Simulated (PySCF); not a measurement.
# Peak assignment

Bonds (- single, = double, # triple, : aromatic): C1-C2, C2#C3, C3-Si4, Si4-O5, Si4-C6, C6:C7, C7:C8, C8:O9, O9:C10, C10:C6. C1 carries H11, H12, H13; Si4 carries H14; O5 carries H15; C7 carries H16; C8 carries H17; C10 carries H18. Stereochemistry as in CC#C[Si@@H](O)c1ccoc1.

PySCF calculation with GFN2-xTB structure and shieldings: GIAO PBE0/pcSseg-1; one computed conformer, in vacuum, fast rotation and ring inversion assumed for equivalent nuclei, non-relativistic Hamiltonian.

References, each an isolated molecule treated in the same way: 13C (σ = 186.93 ppm) and 1H (σ = 31.72 ppm) vs TMS.

(1) Assign these signals to the numbered atoms. 13C{1H} NMR (computed): δ 154.2 (CH), 147.5 (CH), 120.4 (CH), 119.9 (C), 111.0 (C), 88.1 (C), 5.8 (CH3).

(2) Assign these signals to the numbered atoms. 1H NMR (400 MHz, computed): δ 7.72 (m, 1H), 7.60 (m, 1H), 6.74 (m, 1H), 5.66 (s, 1H), 2.11 (s, 3H), 1.45 (br s, 1H).

Answers

(1) 
| δ (ppm) | atoms | environment | reason |
| --- | --- | --- | --- |
| 154.2 | C10 | aromatic CH next to the ring oxygen | – |
| 147.5 | C8 | aromatic CH next to the ring oxygen | – |
| 120.4 | C7 | aromatic CH | – |
| 119.9 | C6 | substituted aromatic carbon | – |
| 111.0 | C2 | alkyne carbon | – |
| 88.1 | C3 | alkyne carbon | sp carbons lie upfield of alkene carbons because the cylindrical π system leaves one tensor component strongly shielded |
| 5.8 | C1 | propargylic methyl carbon | saturated and bonded to C and H only |

C7 and C6 lie closer than the usual error of such a calculation, so a measured spectrum could show them in the other order.

(2) 
| δ (ppm) | atoms | environment | reason |
| --- | --- | --- | --- |
| 7.72 | H18 | hydrogen on an aromatic CH next to the ring oxygen | aromatic region |
| 7.60 | H17 | hydrogen on an aromatic CH next to the ring oxygen | – |
| 6.74 | H16 | hydrogen on an aromatic CH | it sits in the deshielding region of the aromatic ring current |
| 5.66 | H14 | hydrogen on a silicon bonded to 2 C, O | – |
| 2.11 | H11/H12/H13 | hydrogen on a propargylic methyl carbon | – |
| 1.45 | H15 | hydrogen on an oxygen bonded to Si | labile proton, position sensitive to the medium |

H18 and H17 lie closer than the usual error of such a calculation, so a measured spectrum could show them in the other order.

The OH or NH signal is concentration- and solvent-dependent in practice; the value given is the gas-phase one. Shifts are as computed. Against solution values, carbons near 30 ppm lie about +3 ppm off and those near 130 ppm about +5 ppm. Of 1309 compounds with measured shifts, 239 miss one by over three times the rms of a fit or turn the order of signals round; such compounds aren't used in these exercises. No couplings were computed; multiplicities are counted from neighbouring protons, with m where these are inequivalent, close in shift, in a saturated or five-membered ring or joined by F or P, and br s for small geminal =CH2 splittings.
